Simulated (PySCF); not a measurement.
Compound: phenylhydrazine, C6H8N2.
InChI=1S/C6H8N2/c7-8-6-4-2-1-3-5-6/h1-5,8H,7H2

A linear-response calculation (PySCF, def2-SVPD basis, gas phase, vertical, core orbitals frozen in the response) gave these numbers; the functional is withheld.

Orbital energies (eV): HOMO-3 -10.70, HOMO-2 -9.86, HOMO-1 -9.04, HOMO -7.60, LUMO 1.52, LUMO+1 2.00, LUMO+2 2.44.

```
state  E (eV)       f  main configurations (H = HOMO, L = LUMO)
   S1    4.80   0.047                  H→L (88%), H-1→L+1 (10%)
   S2    5.63   0.181                  H→L+1 (84%), H-1→L (13%)
   S3    5.99  0.0053                               H→L+2 (85%)
   S4    6.40  0.0062                               H→L+3 (77%)
   S5    6.79   0.371   H-1→L (41%), H-1→L+1 (25%), H→L+4 (12%)
   S6    6.84   0.338   H-1→L (39%), H→L+4 (26%), H-1→L+1 (15%)
   S7    6.84   0.142                H→L+4 (40%), H-1→L+1 (37%)
```

Triplets (Tamm–Dancoff): T1 3.90 eV, H→L (60%), H→L+1 (26%), H-1→L (9%); T2 4.05 eV, H→L+1 (53%), H→L (35%); T3 4.69 eV, H-1→L (80%), H→L+1 (16%); T4 5.64 eV, H-1→L+1 (95%).

Vertical ionisation energy by ΔSCF with the same functional: 7.70 eV. Mean static polarisability: 88.3 au.

Orbitals of the list HOMO-3 to LUMO+2 that lie within 0.01 eV of each other are written together with a slash and their weights summed (≥ marks a lower bound); for degenerate orbitals outside that list single weights are arbitrary.

Question: Which of these was used?
A. HF
B. PBE
C. wB97X-D
D. PBE0

Answer: C. wB97X-D is range-separated, 22% exact exchange at short range and 100% at long range (ω = 0.2 bohr⁻¹). In this run −ε(HOMO) = 7.60 eV differs from the ΔSCF value by -0.11 eV, and S1 differs from the orbital gap of 9.12 eV by -4.31 eV. The ratio −ε(HOMO)/IP is 0.99. Usual ranges for neutral molecules in this basis: 0.89 to 0.99 with wB97X-D, 0.5 to 0.7 with PBE, 0.7 to 0.83 with PBE0; with Hartree–Fock the ratio is 1 or more (Koopmans' value less the relaxation energy is the ΔSCF value).

Method used: TDDFT wB97X-D/def2-SVPD, vertical, gas phase, core orbitals frozen in the response in PySCF. Geometry: PBE0-D3(BJ)/def2-SVP, one conformer, isolated molecule.

Shape of the structure used: `[NH2:1][NH:2][c:3]1[cH:4][cH:5][cH:6][cH:7][cH:8]1`: N1–N2–C3–C4 -12°, H–N1–N2–C3 73°, H–N1–N2–C3 -48°.
